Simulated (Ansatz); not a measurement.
Si$_{2}$H$_{5}$Cl$_{3}$F$_{2}$, closed shell: at the end structure of a reaction step.

The input file, in.yaml:

```yaml
crystal:
  periodic: [false, false, false]
  atoms:
    - {symbol: Si, position_ang: [-1.403125, 0.894375, -0.491664]}
    - {symbol: Si, position_ang: [-0.328618, -1.168319, -0.754483]}
    - {symbol: Cl, position_ang: [-2.487399, 1.138988, -2.208506]}
    - {symbol: Cl, position_ang: [-2.669609, 0.857254, 1.098119]}
    - {symbol: Cl, position_ang: [-0.112589, 2.448906, -0.305320]}
    - {symbol: H, position_ang: [0.734685, -0.503081, 2.010963]}
    - {symbol: F, position_ang: [0.369828, -1.618539, 0.636510]}
    - {symbol: H, position_ang: [2.673354, 0.583092, 0.520386]}
    - {symbol: F, position_ang: [0.789919, 0.304585, 2.463333]}
    - {symbol: H, position_ang: [-1.330275, -2.206405, -1.091049]}
    - {symbol: H, position_ang: [0.732069, -1.085889, -1.784334]}
    - {symbol: H, position_ang: [3.031860, 0.355034, -0.094052]}
basis:
  gaussian: {orbitals: def2-TZVPP}
hamiltonian: {xc: {name: wB97M-V}}
```

Launched with

```bash
ansatz run in.yaml --threads 2 --pin off --events-out ev --progress --plain --max-ram 20480MiB --backend cuda --devices 0, --max-vram 18GiB
```

The run's output (Ansatz 0.2.0):

```
Functional definition: wB97M-V
  name "wB97M-V"
  cite "Mardirossian & Head-Gordon, J. Chem. Phys. 144, 214110 (2016) doi:10.1063/1.4952647"
  cite "Becke, J. Chem. Phys. 107, 8554 (1997) doi:10.1063/1.475007"
  cite "Vydrov & Van Voorhis, J. Chem. Phys. 133, 244103 (2010) doi:10.1063/1.3521275"
  # Of w^i u^j: cxij and so on, Table III.
  parameter omega = 0.3/bohr
  parameter cx = 0.15
  parameter cx01 = 1.007
  parameter cx10 = 0.259
  parameter css00 = 0.443
  parameter css04 = -1.437
  parameter css10 = -4.535
  parameter css20 = -3.390
  parameter css43 = 4.278
  parameter cos00 = 1.000
  parameter cos10 = 1.358
  parameter cos20 = 2.924
  parameter cos21 = -8.812
  parameter cos60 = -1.390
  parameter cos61 = 9.142
  parameter b = 6.0
  parameter c = 0.01
  gx(w, u) = 1 - cx + cx01*u + cx10*w
  gss(w, u) = css00 + css04*u^4 + css10*w + css20*w^2 + css43*w^4*u^3
  gos(w, u) = cos00 + cos10*w + (cos20 + cos21*u)*w^2 + (cos60 + cos61*u)*w^6
  exchange = spin_sum(e_x_unif_sr(omega)*gx(b97_w, b97_u_x)) + cx*exact_x_sr(omega) + exact_x_lr(omega)
  correlation = spin_sum(e_c_pw_mod_same_spin*gss(b97_w, b97_u_same))
      + integral(e_c_pw_mod_opposite_spin*gos(b97_w_opposite, b97_u_opposite)) + vv10(b, c)
2119 factors; their error is unknown
383 factors; integrals over basis functions are off by at most 2.5e-5 eV
mean field evaluation 1: about -58840.3293 eV, gradient 4.4e1 eV
mean field evaluation 2: about -58840.4968 eV, gradient 4.8e1 eV
mean field evaluation 4: about -58843.5914 eV, gradient 1.6e0 eV
mean field evaluation 8: about -58843.6115 eV, gradient 1.3e-1 eV
mean field evaluation 16: about -58843.6775 eV, gradient 1.6e-4 eV
mean field -58843.67753910 eV, -2162.4652638847 hartree, gradient 1.1e-5 eV, S^2 0.000000; 0 other end points of the search recorded, 0 dependent functions left out
reference -58843.67759523 eV, -2162.4652659474 hartree; 51, 51 occupied and 291, 291 virtual orbitals, 2119 factors
Total energy: -58843.67759523 eV, -2162.4652659474 hartree
```

The lines “mean field evaluation” count trial sets of orbitals through the whole run, from several starts and some on an approximate energy, so they need not fall steadily or lie above the final value.

The run took 4.7 s on 2 CPU threads of an AMD EPYC 7R13 and a share of one NVIDIA H100 (shared host), with 0.97 GiB of host memory at its peak.
